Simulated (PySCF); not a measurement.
## [La(CH3)2]+: from a saddle point downhill

PySCF 2.14.0, RKS PBE0, La lcecp-1-SVP with ECP46, C def2-SVP, H def2-SVP; non-relativistic Hamiltonian with scalar-relativistic core potentials where named; density fitting; no spin-orbit coupling. Relaxed within the symmetry of its start, the geometry (C2v) is

```xyz
9

La    0.0000    0.0000   -0.2836
C     1.8150    0.0000    1.2535
H     2.8158    0.0000    0.7815
H     1.7598    0.8856    1.9177
H     1.7598   -0.8856    1.9177
C    -1.8150    0.0000    1.2535
H    -2.8158    0.0000    0.7815
H    -1.7598   -0.8856    1.9177
H    -1.7598    0.8856    1.9177
```

and its lowest harmonic modes are -75, -49, 93, 296, 316, 371 cm⁻¹ (negative: unstable). It was moved along the lowest mode and relaxed again, within the group C2 that the move left.

Where does it end, and how much lower?

In C2, 0.016 eV lower, after 31 steps:
```xyz
9

La    0.0000    0.0000   -0.1871
C     1.8733   -0.1481    1.2682
H     2.6491    0.6091    1.0372
H     1.5857   -0.0134    2.3282
H     2.3639   -1.1398    1.1885
C    -1.8733    0.1481    1.2682
H    -2.6491   -0.6091    1.0372
H    -1.5857    0.0134    2.3282
H    -2.3639    1.1398    1.1885
```

How do the contacts change?


```tsv
contact	saddle (Å)	end (Å)
La1–C2 (CH3)	2.378	2.377
La1–C6 (CH3)	2.378	2.377
```


Is the end a minimum?

Yes; lowest modes 71, 80, 113, 295, 315, 351 cm⁻¹.

State: singlet in the valence, with the 4f electrons in the core potential.
